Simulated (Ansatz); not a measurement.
GaO (charge +1): shapes and states compared

Calculated in Ansatz's Gaussian-basis code. Basis cc-pwCVTZ-PP on Ga, cc-pVTZ on O, scalar-relativistic core potentials (10 electrons on Ga), no spin–orbit coupling, 5 orbitals frozen in the corrections; active space CAS(8,8), shells under the valence barred from it. Restricted Hartree–Fock, then the lowest state-specific CASSCF solution met for each case. Coupled cluster stands on the determinant that it favours, not always the lowest RHF. Single-reference values can break down or jump between states where bonds are stretched. Solutions in different active orbitals can move differences by tenths of an eV and at times more than 1 eV.

Case A, singlet: bond length 1.7440 Å.

Case B, triplet: the shape of A.

Energy less that of case A, in eV:

```
case  RHF/ROHF  CASSCF  CCSD(T)
   B    -2.221  -0.174   -0.416
```

Task: Give the SC-NEVPT2 energies against case A.

Result: B: -0.329 eV (-7.6 kcal/mol).

Task: Which case is lowest, and do the methods agree?

Result: B is lowest in SC-NEVPT2. Of the methods shown, RHF/ROHF, CASSCF, CCSD(T) agree.
